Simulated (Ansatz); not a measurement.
Frontier orbitals of AsH₄NSi, SMILES `N1[SiH2][AsH]1`.

Z-matrix (Å, degrees):
```
Si
As 1 2.291
N 1 1.719 2 56.1
H 1 1.479 2 124.2 3 99.6
H 1 1.483 2 117.7 3 -109.2
H 2 1.529 1 95.8 3 -89.7
H 3 1.009 1 125.3 2 -110.6
```

The species carries charge 0 and has multiplicity 1. Correlated methods include outer-core shells of As, which these sets cover unevenly. Scalar relativity is left out up to krypton. The structure was optimised at the PBE0-D4/def2-TZVP level. Basis def2-TZVPP, Ansatz.

Orbital energies of one run (eV). Highest occupied ones, from the top: -6.05, -6.62, -8.03, -8.68, -9.87, -11.22, -13.35, -15.63, -22.68, -42.40, -42.42, -42.53, -42.56, -42.59. Empty: -1.34, -1.13, -0.14, 0.83, 1.09, 1.66.

Question: Which functional gave them?
A. r2SCANh
B. HSE06 (plane-wave form)
C. B97M-V
D. CAM-B3LYP

Answer: C. HOMO energies: B97M-V -6.05, HSE06 -6.50, r2SCANh -6.43, CAM-B3LYP -8.12 eV.
